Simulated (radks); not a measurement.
Valence configurations of Sb IV (all share [Kr]). All-electron calculation, scalar-relativistic Kohn-Sham, PBEsol, spin-unpolarised, spherical densities, point nucleus. Program: a radial shooting solver on a logarithmic mesh with Libxc functionals. Energies are relative to 4d10 5s2; eigenvalues in eV.

| valence | E (eV) | e(4d) | e(5p) | e(5s) |
|---|---|---|---|---|
| 4d10 5s2 | 0.000 | -62.765 | - | -38.980 |
| 4d10 5s1.5 5p0.5 | 5.069 | -63.435 | -29.237 | -39.398 |
| 4d9 5s2 5p1 | 36.137 | -69.584 | -31.162 | -41.876 |
| 4d8 5s1.5 5p2.5 | 82.539 | -76.971 | -33.586 | -44.945 |
| 4d10 5s0.5 5p1.5 | 15.276 | -64.753 | -29.958 | -40.210 |
| 4d8 5s0.5 5p3.5 | 93.944 | -78.158 | -34.181 | -45.633 |
| 4d10 5p2 | 20.413 | -65.402 | -30.306 | - |
| 4d10 5s1 5p1 | 10.161 | -64.098 | -29.601 | -39.809 |
| 4d7.5 5s1 5p3.5 | 110.65 | -80.920 | -34.873 | -46.573 |
| 4d9 5p3 | 57.752 | -72.083 | -32.459 | - |

NIST lists [Kr] 4d10 5s2 as the ground configuration; this level of theory agrees among the configurations tried. The energies are those of spherical spin-averaged densities, not of single terms.
